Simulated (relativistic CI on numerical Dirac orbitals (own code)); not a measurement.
**Rh30+: q coefficients and field-shift factors**

Method of calculation: Dirac-Coulomb-Breit CI, KLI orbitals optimised for each configuration, derivatives by finite differences, unscaled Slater integrals, QED left out (own radial code, finite nucleus).

Configurations in the expansion (outside the closed core [Ne]): 3s2 3p3, 3s 3p4, 3s2 3p2 3d, 3p5, 3s 3p3 3d, 3p4 3d, 3s2 3p 3d2, 3s2 3d3, 3s 3p 3d3, 3p3 3d2, 3p2 3d3. Double excitations out of closed p, d and f shells are left out; levels of such configurations are missing from the list, as are those of other unlisted configurations, and high levels can miss mixing partners.

With x = (α/α₀)² − 1 an excitation energy changes as ω = ω₀ + qx; K = 2q/ω₀ is the relative enhancement. Terms are leading LS components, so labels can repeat. The field-shift factor is F = δν/δ⟨r²⟩ for the transition from the lowest level.

Lowest level 3s2 3p3 4S°_3/2.

| Level | ω₀ (cm⁻¹) | q (cm⁻¹) | F (GHz/fm²) |
| --- | --- | --- | --- |
| 3s2 3p3 2D°_3/2 | 222635 | 265200 | -4.66 |
| 3s2 3p3 2D°_5/2 | 274494 | 273100 | -4.77 |
| 3s2 3p3 2P°_1/2 | 338226 | 276300 | -6.32 |
| 3s2 3p3 2P°_3/2 | 562830 | 557700 | -12.9 |
| 3s 3p4 4P_5/2 | 877573 | 311500 | -265 |
| 3s2 3p2 3d 2D_3/2 | 946495 | 148700 | -109 |
| 3s 3p4 4P_1/2 | 1017291 | 381000 | -268 |
| 3s 3p4 4P_3/2 | 1046810 | 279600 | -153 |
| 3s2 3p2 3d 4F_5/2 | 1096271 | 129000 | -14.5 |
| 3s 3p4 2D_3/2 | 1147331 | 481100 | -208 |
| 3s 3p4 2D_5/2 | 1186870 | 452200 | -155 |
| 3s2 3p2 3d 2P_3/2 | 1197208 | 343400 | -52.3 |
| 3s2 3p2 3d 4D_1/2 | 1205805 | 330500 | -47.5 |

At this charge energies of transitions that change n are usually good to better than 1 %, and those within a shell (Δn = 0) to a few per cent.

(1) Which transition from the lowest level has the largest |K|?

Results:

(1) 3s2 3p3 2D°_3/2 at 222635 cm⁻¹, K = 2.38.
